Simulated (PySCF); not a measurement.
Compound: C₄H₉OSi (doublet state).
Numbering: `[CH3:1][CH2:2][O:3][Si@@H:4]1[CH:5][CH2:6]1` (hydrogens: H7, H8, H9 on C1; H10, H11 on C2; H12 on Si4; H13 on C5; H14, H15 on C6)

Geometry (GFN2-xTB, Å), atoms numbered from 1 in this order:
```
atom  x, y, z in Å
C1    -2.705   -0.069   -0.014
C2    -1.401    0.336   -0.684
O3    -0.328   -0.293   -0.042
Si4    1.153   -0.676   -0.554
C5     2.376   -0.671    0.793
C6     2.612    0.567    0.043
H7    -2.847   -1.144   -0.098
H8    -3.540    0.440   -0.488
H9    -2.675    0.194    1.040
H10   -1.262    1.423   -0.616
H11   -1.423    0.063   -1.747
H12    1.144   -1.026   -1.971
H13    3.199   -1.376    0.826
H14    2.112    1.465    0.383
H15    3.580    0.777   -0.399
```

The hyperfine couplings belong to this conformer and change with its torsions.

Theory: UKS B3LYP, pcH-1 on C H O Si, non-relativistic, mean-field spin-orbit, GIAO in PySCF 2.14.0. Isolated species at its GFN2-xTB geometry (one conformer only). The geometry wasn't refined by DFT: couplings that depend on bond lengths, twists or pyramidal angles can differ widely from those at the functional's own minimum. No stability test was run, so a lower SCF solution isn't excluded.

**Question.** Give the principal g shifts and their parts.

**Answer.** 
```json
{"Δg (ppm)": "relativistic mass correction", "1": "-145", "2": "-145", "3": "-145"}
{"Δg (ppm)": "gauge correction", "1": "13", "2": "63", "3": "16"}
{"Δg (ppm)": "orbital Zeeman/spin–orbit", "1": "-41", "2": "929", "3": "3181"}
{"Δg (ppm)": "total", "1": "-174", "2": "846", "3": "3052"}
```

So g = 2.00215, 2.00317, 2.00537 and g_iso = 2.00356; the tensor is rhombic: the two nearest values differ by 32 % of g3 − g1. Axes: g3 points within 6° of the O3–Si4 bond.

**Question.** What effective moment and Curie constant follow for a powder?

**Answer.** With the mean of g² = 4.0143 and S(S+1) = 0.75: μ_eff = √(⟨g²⟩S(S+1)) = 1.735 μB and χT = 0.12505·⟨g²⟩·S(S+1) = 0.376 cm³ K/mol (cgs; spin-Hamiltonian part alone).

**Question.** What are the electron Larmor frequencies g μB B/h along the three axes at 340 mT?

**Answer.** 9.5277, 9.5325, 9.5430 GHz for g1, g2 and g3, a range of 15.3 MHz.

**Question.** Average each term over the three axes. Which is largest in size?

**Answer.** The orbital-Zeeman/spin–orbit term 1356, the mass correction -145 and the gauge correction 30 ppm, for a total of 1242 ppm. The orbital-Zeeman/spin–orbit term is the largest in size. The mass correction is the same along every axis, so the anisotropy comes from the other two: their spans along these axes are 50 (gauge) and 3222 ppm (orbital Zeeman/spin–orbit).

**Question.** In a frozen sample, at which fields do the three g values resonate at 9.5, 34, 94 and 263 GHz (hyperfine left aside), and which band first spreads them over more than twice a line width of 0.3 mT?

**Answer.** 
| band | GHz | B(g3) mT | B(g2) mT | B(g1) mT | spread mT |
| --- | --- | --- | --- | --- | --- |
| X | 9.5 | 338.47 | 338.84 | 339.01 | 0.55 |
| Q | 34.0 | 1211.36 | 1212.69 | 1213.31 | 1.95 |
| W | 94.0 | 3349.05 | 3352.74 | 3354.44 | 5.40 |
| J | 263.0 | 9370.21 | 9380.53 | 9385.31 | 15.10 |

The spread grows in proportion to the frequency. Q band is the first where it exceeds 0.6 mT.

The largest Mulliken spin populations are on C5 (+0.68), Si4 (+0.22) and C6 (+0.08). The angles at C5 add up to 312.9°, so it is pyramidal.

The HOMO–LUMO gaps are 5.16 eV among the α and 4.15 eV among the β orbitals.

The run took 2.1 min wall (grids of density and orbitals included) on one thread of an AMD EPYC, no GPU, shared host with 64 logical CPUs at a one-minute load of 56, and the process peaked at 0.88 GiB of memory.
